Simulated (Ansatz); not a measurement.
Geometry optimisation, Ansatz, UKS PBE/def2-TZVP.

Input file:

```yaml
crystal:
  periodic: [false, false, false]
  atoms:
    - { symbol: "N", position_ang: [-0.22375, -0.54621, 0.24774] }
    - { symbol: As, position_ang: [0.97437, 0.83859, 0.17601] }
    - { symbol: H, position_ang: [0.1855, -1.44658, 0.45538] }
    - { symbol: H, position_ang: [-0.87801, -0.64605, -0.51617] }
    - { symbol: H, position_ang: [-0.05812, 1.80025, -0.36296] }
magnetization:
  spin_polarized: true
  initial_magnetization: 1
basis:
  gaussian: { orbitals: def2-TZVP }
hamiltonian:
  xc: pbe
relax:
  f_tol: 0.015
  max_steps: 40
```

Run as:

```bash
$ ansatz run input.yaml --threads 2 --pin off --max-ram 3072MiB --backend cpu --events-out ev --progress --plain --runs-dir out
```

Task: Where does it end, and by what steps?

Result: It converged. After 6 steps the energy has fallen by 0.029 eV; As2 moved furthest, 0.08 Å.

```tsv
step	energy less start (eV)	largest force component (eV/Å)	accepted
0	0.0000	0.764	yes
1	-0.0254	0.206	yes
2	-0.0279	0.161	yes
3	-0.0290	0.051	yes
4	-0.0289	0.059	no
5	-0.0292	0.021	yes
6	-0.0293	0.008	yes
```

```xyz
5
Properties=species:S:1:pos:R:3
N -0.219 -0.569 0.261
As 0.969 0.861 0.249
H 0.217 -1.478 0.404
H -0.918 -0.611 -0.477
H -0.048 1.797 -0.437
```

Time of the run: 11 s on 2 threads of Arm Neoverse V1, with other jobs on the host, peak memory 0.15 GiB.
